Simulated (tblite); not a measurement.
Species: C6H7O (doublet state).
SMILES with atom numbers: `[CH2:1]=[CH:2][CH:3][C:4](=[O:5])[CH:6]=[CH2:7]` (hydrogens: H8, H9 on C1; H10 on C2; H11 on C3; H12 on C6; H13, H14 on C7)

Cartesian coordinates in Å at the GFN2-xTB level; atoms count from 1:
```
atom  x, y, z in Å
C1    -2.9751    0.1305    0.7309
C2    -1.8878    0.0719   -0.0801
C3    -0.5714    0.0278    0.3799
C4     0.5489   -0.0331   -0.5350
O5     0.4043   -0.0478   -1.7546
C6     1.8851   -0.0760    0.1033
C7     2.9991   -0.1322   -0.6157
H8    -2.8703    0.1468    1.8032
H9    -3.9747    0.1620    0.3358
H10   -2.0147    0.0576   -1.1553
H11   -0.3768    0.0385    1.4426
H12    1.9100   -0.0596    1.1839
H13    2.9447   -0.1474   -1.6923
H14    3.9780   -0.1643   -0.1686
```

All values are computed: GFN2-xTB (tblite) harmonic vibrations without scaling, gas phase. Errors from tens to a few hundred cm⁻¹ against measured bands are possible. One conformer, not necessarily the lowest. Open shells enter through the occupations alone, without spin polarisation, and single modes of such species can be off by tens of per cent.

Harmonic wavenumbers (cm⁻¹): 54.5, 128.6, 144.3, 156.7, 274.0, 382.8, 437.2, 442.7, 516.3, 655.7, 665.4, 787.7, 842.3, 886.9, 907.6, 976.8, 995.5, 1010.3, 1058.0, 1105.4, 1236.1, 1247.0, 1292.2, 1334.6, 1379.9, 1422.0, 1510.3, 1602.7, 1661.0, 3063.5, 3066.1, 3078.8, 3099.8, 3103.7, 3132.8, 3144.6.

A = 9276, B = 1324, C = 1159 MHz; mass 95.050 u (most abundant isotopes); point group Cs, symmetry number 1; spin multiplicity 2.

Question: Zero-point energy?

Answer: ½Σν̃ = 23402 cm⁻¹ = 279.95 kJ/mol.

Question: Give the ideal-gas entropy at 298.15 K and 1 bar in the rigid-rotor, harmonic-oscillator model (classical rotation).

Answer: Translation 165.66, rotation 115.12, vibration 82.90, spin (R ln 2) 5.76: S = 369.4 J/(mol K).

Question: And Cp and H(298.15 K) − H(0)?

Answer: Cp = 124.28 J/(mol K), of which vibrations give 91.02 (their classical limit is 36 R = 299.3); H(298.15 K) − H(0) = 23.28 kJ/mol without the zero-point energy, 13.36 from vibrations.

Question: How do the functions run with temperature in this model?

Answer: 
| T (K) | S (J/(mol K)) | Cp (J/(mol K)) | H − H(0) (kJ/mol) | G − H(0) (kJ/mol) | ln q(vib) |
| --- | --- | --- | --- | --- | --- |
| 100 | 273.1 | 64.1 | 4.74 | -22.57 | 1.05 |
| 200 | 326.4 | 93.4 | 12.60 | -52.68 | 2.82 |
| 300 | 370.2 | 124.9 | 23.51 | -87.56 | 4.61 |
| 500 | 447.7 | 180.1 | 54.31 | -169.53 | 8.25 |
| 800 | 544.7 | 231.6 | 116.81 | -318.91 | 13.53 |
| 1000 | 598.8 | 253.7 | 165.46 | -433.38 | 16.82 |

q(vib) and H(0) count from the zero-point level.

Question: Blend soft modes into free rotors: weight 1/[1 + (100 cm⁻¹/ν̃)⁴] for the oscillator and the rest for a rotor with moment μB/(μ + B), μ = h/(8π²ν), B = 10⁻⁴⁴ kg m². What vibrational entropy results?

Answer: 77.67 J/(mol K) in place of 82.90, which changes −T·S at 298.15 K by +1.56 kJ/mol.

Question: What must be added to the electronic energy to get the Gibbs energy at 298.15 K and 1 bar?

Answer: ZPE + [H(298.15 K) − H(0)] − T·S = 279.95 + 23.28 − 110.15 = 193.08 kJ/mol.

Question: Which modes carry the vibrational entropy at 298.15 K?

Answer: 54.5 cm⁻¹: 19.44; 128.6 cm⁻¹: 12.41; 144.3 cm⁻¹: 11.49; 156.7 cm⁻¹: 10.83; 274.0 cm⁻¹: 6.57; 382.8 cm⁻¹: 4.30 J/(mol K); the other 30 give 17.85 together.

Hindered rotation and anharmonicity are outside this model. Other conformers, if any are populated, would add a mixing term that is left out.

On one thread, Arm Neoverse V2 (aarch64), shared host, this took 0.27 s. This covers the Hessian and the dipole derivatives.
